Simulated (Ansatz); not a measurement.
Two isomers of CH3BClFZn: A = `[F][Zn][CH2]BCl`, B = `B[CH](Cl)[Zn][F]`.

Computed with Ansatz on PBE0-D4/def2-TZVP structures; ΔE is electronic, products minus reactants. CBS: MP2 limit from def2 TZ/QZ plus the TZ coupled-cluster correction, frozen cores. Functionals use def2-TZVPP. B3LYP here is the variant with VWN-RPA as its local correlation; programs differ in this. For Zn outer-core shells are correlated without core-valence functions, which leaves a few kJ/mol of doubt a bond. Scalar relativity is left out up to krypton. Each species was taken in one conformer, which may not be the lowest.

**Question.** Which isomer does CCSD(T)/CBS put lower? Give the gap. (Best estimate.)

**Answer.** Computed: A, by 41.3 kcal/mol.

**Question.** Give E(B) − E(A) in kcal/mol with PBE0-D4, B3LYP, ωB97M-V, CCSD/def2-TZVPP, B2PLYP, PBE-D4, MP2/def2-TZVPP. (An estimate is asked.)

**Answer.** The calculation gave: PBE0-D4 41.1, B3LYP 41.5, ωB97M-V 41.5, CCSD/def2-TZVPP 42.7, B2PLYP 42.2, PBE-D4 39.4, MP2/def2-TZVPP 43.3. None reverses the order clearly.

Largest T1 diagnostic: 0.015.

From PBE to PBE0 (25 % exact exchange), in def2-TZVPP and without D4, E(B) − E(A) moves by +1.7 kcal/mol. In def2-TZVPP, CCSD(T) changes the Hartree–Fock value by −3.0 kcal/mol (the triples alone add −0.8 kcal/mol) and MP2 by −1.6 kcal/mol.
